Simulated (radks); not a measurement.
Values are calculated unless marked as measured or tabulated.
The sulfur ion S6+, configuration [Ne] (the NIST ground configuration). Level of theory: scalar-relativistic Kohn-Sham, exchange-only LDA, spin-polarised, spherical densities, point nucleus (a radial shooting solver on a logarithmic mesh with Libxc functionals). Some entries of the table are withheld. Estimate them.

orbital,occ.,eigenvalue (eV),<r^2> (bohr^2)
1s,2,(1),(2)
2s,2,(3),(4)
2p,6,(5),(6)

Answer. 
(1) 1s eigenvalue (eV): -2501.016
(2) 1s <r^2> (bohr^2): 0.01269
(3) 2s eigenvalue (eV): -309.4752
(4) 2s <r^2> (bohr^2): 0.2691
(5) 2p eigenvalue (eV): -255.6963
(6) 2p <r^2> (bohr^2): 0.2368
